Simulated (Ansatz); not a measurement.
The cluster Li7O3⁺, relaxed as a singlet with RKS PBE-D4/def2-SVP in Ansatz, starting from the GFN1-xTB geometry. Force threshold 0.02 eV/Å.

The structure comes from a short search, and lower isomers may exist.

Start:

```xyz
10

Li   -0.604    0.902   -1.482
Li   -2.461    2.660    0.031
Li    0.845   -0.839   -0.380
Li    1.759   -2.094    1.564
Li    0.220   -0.653    3.090
Li    1.070   -0.672   -3.396
Li   -0.641    0.434    1.008
O     0.569   -0.308   -1.930
O     0.628   -0.919    1.534
O    -1.386    1.490   -0.039
```

Question: Estimate the energy that the relaxation releases and the steps that it takes.

Answer: 52.8 kcal/mol, in 25 steps; 43 s on 4 threads of Arm Neoverse V1 on a shared host. No frequencies were taken in this run, so the end may be a saddle point.

Question: Does the start keep its bonding?

Answer: Bonds formed: Li5–O10, Li7–O8 (atoms count from 1). Metal–metal contacts that move far: Li1–Li5 4.90 to 2.87 Å, Li3–Li5 3.53 to 2.86 Å, Li3–Li4 2.49 to 3.09 Å. The end is the same structure that another start reached, the lowest one found.

Question: Predict the relaxed structure.

Answer: 
```csv
atom,x (Å),y (Å),z (Å)
Li1,0.058,1.455,-1.025
Li2,-2.417,2.244,0.637
Li3,1.555,-0.838,-0.219
Li4,0.607,-2.406,2.263
Li5,-0.051,0.561,1.696
Li6,0.780,-0.618,-3.204
Li7,-0.644,-0.483,-0.180
O8,0.628,-0.155,-1.608
O9,0.528,-1.087,1.244
O10,-1.044,1.327,0.398
```
Bond lengths (bridged metal pairs left out): 12 × Li–O 1.67 to 1.94 Å.
